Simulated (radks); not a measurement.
Results of a calculation; reference values are marked as such.
Problem. Valence configurations of V IV (all share [Ar]). Level of theory: non-relativistic Kohn-Sham, r2SCAN, spin-polarised, spherical densities, point nucleus; open shells are filled with parallel spins first; meta-GGA in the generalised Kohn-Sham scheme (a radial shooting solver on a logarithmic mesh with Libxc functionals). Order these by energy: 4s2; 3d1.5 4p0.5; 3d1.5 4s0.5; 3d1 4s1; 4p2; 3d2; 3d1 4p1.

Solution. From the lowest, in eV above it: 3d2 0.000; 3d1.5 4s0.5 5.760; 3d1.5 4p0.5 8.773; 3d1 4s1 12.056; 3d1 4p1 18.410; 4s2 29.189; 4p2 40.799. NIST lists [Ar] 3d2 as the ground configuration; this level of theory agrees among the configurations tried. The energies are those of spherical high-spin densities, not of single terms.
